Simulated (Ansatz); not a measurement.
Consider the formal exchange of groups at the Si–B bond: `N[SiH2]BF` + `C=NC(F)OC` → `C=NC(F)[SiH2]N` + `COBF`.

Computed with Ansatz on PBE0-D4/def2-TZVP structures; ΔE is electronic, products minus reactants. CCSD(T)/CBS is the MP2 limit (def2-TZVPP, def2-QZVPP) plus CCSD(T) − MP2 in def2-TZVPP, frozen cores. Functionals use def2-TZVPP. Each species was taken in one conformer, which may not be the lowest.

```csv
level,ΔE (kJ/mol)
PBE-D4,-210.9
r2SCAN,-216.5
```

(1) What does CCSD(T)/CBS give? (An estimate is asked.)

Largest T1 diagnostic among the species: 0.013.

Results:

(1) The calculation gave: -214.7 kJ/mol. The listed levels differ from it by 3.8, -1.8 kJ/mol.

The D4 term adds −3.6 kJ/mol with B3LYP and −2.1 kJ/mol with PBE0; it sums over pairs of atoms, weighted by their polarisabilities, and B3LYP, whose exchange is more repulsive, gets the larger term. In def2-TZVPP, CCSD(T) changes the Hartree–Fock value by −5.6 kJ/mol (the triples alone add −0.9 kJ/mol) and MP2 by −16.7 kJ/mol.

B3LYP here is the variant with VWN-RPA as its local correlation; programs differ in this.
